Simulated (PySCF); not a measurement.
Cartesian coordinates (Å):
SMILES: [InH3]
```xyz
4

In     0.0000     0.0000     0.0000
H     -1.4181    -0.9699    -0.0414
H     -0.1311     1.7135     0.0133
H      1.5491    -0.7436     0.0281
```
Charge 0, spin multiplicity 1.

Question: What HOMO, dipole moment, HOMO–LUMO gap, total energy and LUMO does PySCF with PBE-D3(BJ)/def2-TZVP // CAM-B3LYP-D3(BJ)/def2-TZVP give?

Answer: 
```
Property             Result
-------------  ------------
HOMO               -7.00 eV
dipole moment        0.00 D
HOMO–LUMO gap       4.36 eV
total energy   -191.8823 Ha
LUMO               -2.64 eV
```
